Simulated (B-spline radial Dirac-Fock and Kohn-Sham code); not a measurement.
Relativistic shifts of the levels of P⁺

System: phosphorus as P⁺, configuration [Ne] 3s2 3p2.

Both columns are ΔSCF binding energies of the configuration average from a radial atomic solver: non-relativistic Hartree-Fock with a point nucleus, and Dirac-Fock with a finite nucleus and the Coulomb interaction alone, averaged over the two j levels with weights 2j+1.

| shell | Hartree-Fock (eV) | Dirac-Fock (eV) | shift (eV) | shift (%) |
| --- | --- | --- | --- | --- |
| 1s | 2160.8 | 2167.1 | +6.40 | +0.30 |
| 2s | 209.2 | 210.2 | +0.99 | +0.47 |
| 2p | 150.7 | 150.7 | -0.06 | -0.04 |
| 3s | 27.55 | 27.64 | +0.09 | +0.32 |
| 3p | 18.47 | 18.46 | -0.01 | -0.07 |

Relativity binds 1s, 2s, 3s more strongly, among those listed most of all 2s in relative terms, and 2p, 3p more weakly.

Values without a named source are computed, but for edge energies of neutral atoms, which are taken from tables.
